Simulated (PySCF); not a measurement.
Radial density of H⁻ (hydrogen, charge -1)

HSE06, 1s2, closed-shell 1S. Computed with PySCF 2.14 in aug-cc-pVQZ, with no relativity, point nucleus.

```json
{"r (bohr)": "0.0296", "4πr²ρ (e/bohr)": "0.003372"}
{"r (bohr)": "0.0498", "4πr²ρ (e/bohr)": "0.009305"}
{"r (bohr)": "0.0838", "4πr²ρ (e/bohr)": "0.02477"}
{"r (bohr)": "0.141", "4πr²ρ (e/bohr)": "0.06216"}
{"r (bohr)": "0.237", "4πr²ρ (e/bohr)": "0.1458"}
{"r (bohr)": "0.399", "4πr²ρ (e/bohr)": "0.3002"}
{"r (bohr)": "0.671", "4πr²ρ (e/bohr)": "0.5096"}
{"r (bohr)": "1.13", "4πr²ρ (e/bohr)": "0.6442"}
{"r (bohr)": "1.90", "4πr²ρ (e/bohr)": "0.5525"}
{"r (bohr)": "3.19", "4πr²ρ (e/bohr)": "0.2969"}
{"r (bohr)": "5.37", "4πr²ρ (e/bohr)": "0.09402"}
{"r (bohr)": "9.03", "4πr²ρ (e/bohr)": "0.01227"}
{"r (bohr)": "15.2", "4πr²ρ (e/bohr)": "2.944e-05"}
```

At HSE06 the highest occupied level has a positive energy, so only the finite basis holds that electron; in a semilocal or global hybrid functional this comes from self-interaction and does not mean that the real anion is unbound.
